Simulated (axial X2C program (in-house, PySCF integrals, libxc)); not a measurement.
# What spin–orbit coupling does to LiW⁺

All values were computed with an axial X2C code built on PySCF integrals. Spin-free means the one-electron spin-free X2C Hamiltonian; two-component (2c) means X2C with spin–orbit coupling and atomic mean-field two-electron Coulomb and Gaunt terms, so the difference of the two also holds small scalar two-electron terms. Basis: W dyall-cv3z [13s14p9d7f4g], Li dyall-cv3z [7s8p2d] (cores contracted in-house); Gaussian nuclei, density fitting, unrestricted open shells. Masses: W 183.951 u, Li 7.016 u.

Spin-free state: M_S = 3, Λ = 0 (beyond evenly filled blocks: 2 × σα, π+α, π-α, δ+α, δ-α); fragments W + Li+.

```json
{"level": "PBE0", "Re (Å)": "2.839", "ωe (cm⁻¹)": "240.0", "μ (D)": "8.28"}
{"level": "HF", "Re (Å)": "2.884", "ωe (cm⁻¹)": "248.0", "μ (D)": "7.90"}
{"level": "MP2", "Re (Å)": "2.863", "ωe (cm⁻¹)": "250.0", "μ (D)": "n/a"}
{"level": "CCSD", "Re (Å)": "2.871", "ωe (cm⁻¹)": "248.2", "μ (D)": "n/a"}
{"level": "CCSD(T)", "Re (Å)": "2.872", "ωe (cm⁻¹)": "247.6", "μ (D)": "n/a"}
```

Correlated methods: 6 electrons correlated (number of frozen shells: W 5 s, 4 p, 2 d, 1 f; Li 1 s), 290 virtual spin orbitals or spinors in MP2, 46 natural virtuals in coupled cluster.

Dipoles are positive if Li is the positive end and refer to the centre of mass.

Two-component determinant lowest at the distance of the search:

Ω = 3 (⟨Sz⟩ = 2.98, ⟨Lz⟩ = 0.02 at HF); fragments W + Li+.

| level | Re (Å) | ωe (cm⁻¹) | μ (D) |
| --- | --- | --- | --- |
| PBE0 | 2.837 | 240.6 | 8.27 |
| HF | 2.883 | 247.8 | 7.91 |
| MP2 | 2.862 | 249.9 | n/a |
| CCSD | 2.870 | 248.1 | n/a |
| CCSD(T) | 2.872 | 247.6 | n/a |

Question: From the two tables, how do the constants change at the CCSD(T) level (2c against spin-free)?

Answer: At the CCSD(T) level Re is unchanged within 0.001 Å and ωe doesn't move by more than 0.2 cm⁻¹.

The state is one determinant whose occupation by symmetry is held fixed; it was picked as the lowest of a PBE0 search that is not exhaustive. De is not given where an atomic determinant may have missed its ground term or J level, or where the truncated virtual space spoils (T). Density functionals use the spin component along the axis (collinear). Coupled cluster ran in a truncated set of natural virtual spinors; the MP2 energy of the rest was added. (T) has no such correction and the atoms are truncated less, which lowers De at CCSD(T) by a hundredth of an eV or more. Other states lie close and PBE0, whose exact exchange favours high spin, may order them wrongly; the determinant shown need not be the ground state. The nearest other spin-free determinant of the search, M_S = 2, Λ = 0, lies 0.41 eV up at the distance of the search. The functionals have no current-density term, which raises determinants with orbital currents, atoms included. With several unpaired electrons one determinant need not be a pure state. Open-shell Ω = 0 determinants with evenly filled partner blocks cannot be reached by this program, so the Ω shown need not be the lowest component. With the outer-core shells frozen, correlated bond lengths of heavy atoms tend to come out a few hundredths of an ångström too long.
